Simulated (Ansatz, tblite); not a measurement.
Forces on the cluster HgF2 at its B3LYP-D4/def2-TZVP geometry. Total charge 0; singlet.

In the def2 sets Hg takes a core potential; there is no spin–orbit coupling. The xTB rows come from tblite. The structure comes from a short search, and lower isomers may exist.

GFN1-xTB (tblite), largest force 0.93 eV/Å:

```xyz
3
positions Å, forces eV/Å
Hg    0.000    0.000    0.000    0.000    0.000    0.000
F     1.522   -1.172   -0.236   -0.732    0.564    0.113
F    -1.522    1.172    0.236    0.732   -0.564   -0.113
```

GFN2-xTB (tblite), largest force 0.40 eV/Å:

```
Hg 0.000 0.000 0.000
F -0.313 0.241 0.048
F 0.313 -0.241 -0.048
```

PBE-D4/def2-TZVP (Ansatz), largest force 0.11 eV/Å:

```
Hg 0.000 0.000 0.000
F 0.086 -0.066 -0.013
F -0.086 0.066 0.013
```
